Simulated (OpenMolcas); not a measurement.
**Nd3+: moving the ligands**

Nd3+ with 8 ligands (chloride) in square antiprismatic coordination (D4d) at 2.87 Å, a polar angle of 61.3° against the regular 57.3°. A charge of +0.625 e stands 2.8 Å behind each ligand. Ligand basis ANO-RCC-VDZP.

```
Program             : OpenMolcas
Method              : CASSCF
Basis               : ANO-RCC-VDZP [7s6p4d2f1g]
Scalar Hamiltonian  : DKH2, point nucleus
Active space        : 3 electrons in 7 orbitals (4f)
State averaging     : 2S+1 = 4 odd, 35 roots (30 in the spin-orbit step); 2S+1 = 2 odd, 43 roots kept (CI in the orbitals of an earlier block)
Spin-orbit coupling : state interaction with AMFI integrals over the reference wave functions
```

Runs around this geometry, states. Energies in cm-1 above the lowest state or level, χT in cm3 K/mol.

```json
{"R (Å)": "2.75", "Ground state": "2S+1 = 4", "First state of that spin": "74.8", "First gap with spin-orbit (degeneracies)": "24.6 (2, 2)", "Width of lowest J": "205", "χT at 300 K": "1.644"}
{"R (Å)": "2.87", "Ground state": "2S+1 = 4", "First state of that spin": "46.3", "First gap with spin-orbit (degeneracies)": "11.9 (2, 2)", "Width of lowest J": "175", "χT at 300 K": "1.667"}
{"R (Å)": "3.04", "Ground state": "2S+1 = 4", "First state of that spin": "21.6", "First gap with spin-orbit (degeneracies)": "0.2 (2, 2)", "Width of lowest J": "141", "χT at 300 K": "1.684"}
```

Taking the width of the lowest J multiplet as R^-n, n = -ln(141 / 205) / ln(3.04 / 2.75) = 3.7 between the shortest and longest distance.

High states are left out of the spin-orbit mixing, which shifts the levels that they would mix with. Without dynamic correlation the ligand-field splitting of an f shell can come out too small, at times by half. No measured value stands beside these numbers; the geometry is a model, was not optimised and need not be the one that this ion takes.

A state without a sure symmetry label is named by its multiplicity alone.
